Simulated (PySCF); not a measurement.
Radial density of Fe⁺ (iron, charge +1)

UHF, [Ar] 3d6 4s1, high-spin 6D determinant. Calculation: PySCF 2.14, in x2c-TZVPPall with one added diffuse shell each of s, p, d, f type (7s6p5d3f1g, 80 functions); scalar relativity by spin-free X2C-1e.

```tsv
r (bohr)	4πr²ρ (e/bohr)	4πr²(ρα − ρβ)
0.00101	0.2087	0.0001
0.00170	0.5288	0.0002
0.00286	1.326	0.0006
0.00481	3.207	0.0014
0.00809	7.272	0.0031
0.0136	14.78	0.0060
0.0229	25.02	0.0093
0.0385	31.39	0.0088
0.0647	27.01	0.0049
0.109	25.75	0.0404
0.183	34.97	0.2661
0.308	20.90	1.1920
0.518	14.01	3.1949
0.871	14.67	3.4675
1.47	4.041	1.6035
2.47	0.8027	0.6278
4.15	0.1388	0.1331
6.98	0.002685	0.0027
```

Densities and radii are taken from the X2C orbitals without a picture-change correction, which distorts them close to the nucleus.
